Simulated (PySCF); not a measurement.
SMILES FC1=C[C@@]2(C=C1)C[C@@H]2[AlH2], C7H8AlF

Geometry (Å), atoms numbered from 1 in this order:
```xyz
17

F     1.9021    0.5416    2.7245
C     1.3228    0.2680    1.5469
C     0.3972   -0.6994    1.3247
C     0.0183   -0.6124   -0.0690
C     0.8271    0.4698   -0.6423
C     1.6204    0.9792    0.3498
C    -0.6154   -1.6555   -0.9430
C    -1.5389   -0.6076   -0.4498
Al   -1.3422    1.3546   -0.7635
H    -0.0272   -1.3718    2.0457
H     0.9748    0.6100   -1.7033
H     2.3638    1.7505    0.2669
H    -0.6999   -2.6538   -0.5325
H    -0.3026   -1.6354   -1.9785
H    -2.1309   -0.9565    0.4045
H    -1.5443    2.1658    0.5386
H    -1.2319    2.0649   -2.1295
```

Computed, not measured: PySCF, TDDFT BHandHLYP/def2-SVPD circular dichroism and optical rotation, one conformer, gas phase. Geometry: GFN2-xTB.

States above about 7.9 eV lie in this functional's continuum (it starts at minus the energy of the highest occupied orbital, well below the true ionisation energy for most functionals) and depend on the basis.

Q: Draw the ECD and absorption spectra from the lowest 16 states, each a Gaussian of half-width 0.25 eV at 1/e height.

A: 
| E (eV) | λ (nm) | Δε (L mol⁻¹ cm⁻¹) | ε (L mol⁻¹ cm⁻¹) |
| --- | --- | --- | --- |
| 3.97 | 312 | +0.25 | 75.8 |
| 4.12 | 301 | +1.96 | 583 |
| 4.27 | 290 | +7.32 | 2180 |
| 4.42 | 280 | +13.35 | 3980 |
| 4.57 | 271 | +11.88 | 3600 |
| 4.72 | 263 | +5.59 | 2310 |
| 4.87 | 255 | +3.55 | 4350 |
| 5.02 | 247 | +6.29 | 10100 |
| 5.17 | 240 | +7.51 | 12200 |
| 5.32 | 233 | +4.44 | 7220 |
| 5.47 | 227 | +1.31 | 2080 |
| 5.62 | 221 | +0.61 | 316 |
| 5.77 | 215 | +2.68 | 192 |
| 5.92 | 209 | +10.06 | 824 |
| 6.07 | 204 | +27.34 | 3040 |
| 6.22 | 199 | +49.84 | 7320 |
| 6.37 | 195 | +43.97 | 10100 |
| 6.52 | 190 | -5.99 | 8580 |
| 6.67 | 186 | -48.98 | 6190 |
| 6.82 | 182 | -51.48 | 4870 |
| 6.97 | 178 | -42.43 | 4800 |
| 7.12 | 174 | -38.98 | 6920 |
| 7.27 | 171 | -48.70 | 9470 |
| 7.42 | 167 | -58.30 | 8880 |
| 7.57 | 164 | -38.85 | 5610 |
| 7.72 | 161 | -13.21 | 2890 |

Δε uses R in velocity form, ε uses f in length form. Only the states computed contribute, so the short-wavelength end is incomplete.
